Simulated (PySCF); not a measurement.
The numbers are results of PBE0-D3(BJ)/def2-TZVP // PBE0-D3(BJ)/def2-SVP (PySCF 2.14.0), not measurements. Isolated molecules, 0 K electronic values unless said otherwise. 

Reference species (SMILES): `[GeH2]([SiH3])[SiH3]` (neutral, multiplicity 1).

```yaml
HOMO: -7.91 eV
HOMO–LUMO gap: 7.80 eV
```

Changed species: `[GeH]([SiH3])([SiH3])[SiH3]` (3 of 4 H replaced by SiH3; the reference has 2 of 4 H replaced by SiH3).

Predict the effect on the HOMO and HOMO–LUMO gap.

the HOMO goes up by 0.02 eV, to -7.89 eV; the HOMO–LUMO gap drops by 0.08 eV, to 7.72 eV.
